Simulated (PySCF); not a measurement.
Species: `N[SiH2]c1ccc([SiH3])cc1`. The columns A, B, C and D hold Mulliken, IAO, Hirshfeld and ESP-fitted charges (e) of one PBE0/pcSseg-1 density (PySCF), in a shuffled order. Coordinates in Å (PBE0-D3(BJ)/def2-SVP); the density's dipole moment is (1.44, -0.14, 0.78) D.

```csv
atom,x,y,z,A,B,C,D
N1,2.997,0.704,0.389,-0.310,-0.649,-0.836,-1.006
Si2,2.181,0.068,-1.000,+0.360,+0.814,+0.883,+0.670
C3,0.343,-0.007,-0.618,-0.096,-0.387,-0.288,-0.116
C4,-0.499,-0.937,-1.243,-0.045,-0.053,-0.135,-0.191
C5,-1.864,-0.965,-0.970,-0.046,-0.059,-0.138,-0.154
C6,-2.434,-0.067,-0.054,-0.091,-0.360,-0.272,-0.016
Si7,-4.280,-0.090,0.295,+0.305,+0.551,+0.587,+0.298
C8,-1.590,0.856,0.580,-0.046,-0.049,-0.138,-0.223
C9,-0.224,0.888,0.301,-0.045,-0.049,-0.135,-0.024
H10,3.896,1.157,0.273,+0.120,+0.201,+0.265,+0.386
H11,2.959,0.202,1.270,+0.118,+0.198,+0.261,+0.381
H12,2.491,1.010,-2.119,-0.084,-0.101,-0.134,-0.134
H13,2.587,-1.306,-1.452,-0.097,-0.138,-0.166,-0.171
H14,-0.083,-1.659,-1.953,+0.047,+0.085,+0.145,+0.147
H15,-2.492,-1.706,-1.474,+0.049,+0.087,+0.144,+0.148
H16,-5.052,0.495,-0.846,-0.078,-0.075,-0.115,-0.084
H17,-4.564,0.714,1.522,-0.075,-0.100,-0.113,-0.078
H18,-4.758,-1.492,0.497,-0.077,-0.087,-0.114,-0.083
H19,-2.002,1.563,1.306,+0.047,+0.086,+0.145,+0.150
H20,0.420,1.610,0.810,+0.043,+0.086,+0.153,+0.101
```

Task: Which column most likely holds the ESP-fitted charges?

Result: D. Σ q r misses the density's dipole by 0.04 D (D), 0.66 D (A), 1.33 D (C), 1.56 D (B). Charges fitted to the outside potential are the only set here that is tied to the molecule's multipoles.

Task: And the Hirshfeld charges?

Result: A. The mean sizes are 0.109 e (A), 0.211 e (B), 0.228 e (D), 0.258 e (C), and Hirshfeld charges are commonly the smallest of these schemes.

As computed, A = Hirshfeld, B = Mulliken, C = IAO, D = ESP-fitted. Hydrogens on carbon: Hirshfeld +0.04 to +0.05, Mulliken +0.09 to +0.09, IAO +0.14 to +0.15, ESP-fitted +0.10 to +0.15 e.

The Hirshfeld scheme weights the molecular density at each point by an atom's share of the summed free-atom densities. The IAO scheme projects the occupied orbitals on a minimal set of polarised atomic orbitals and counts the electrons in each atom's part of it.

Isolated species at its PBE0-D3(BJ)/def2-SVP geometry (one conformer only).

These values come from a run that also computed NMR shieldings. On one thread, AMD EPYC 9R45 (x86_64), shared host with 96 logical CPUs at a one-minute load of 51, this took 25 s wall and 0.97 GiB of memory at its peak.

The values belong to the conformer `[NH2:1][SiH2:2][c:3]1[cH:4][cH:5][c:6]([SiH3:7])[cH:8][cH:9]1`: N1–Si2–C3–C4 -153°, H–N1–Si2–C3 -156°, H–N1–Si2–C3 62°.
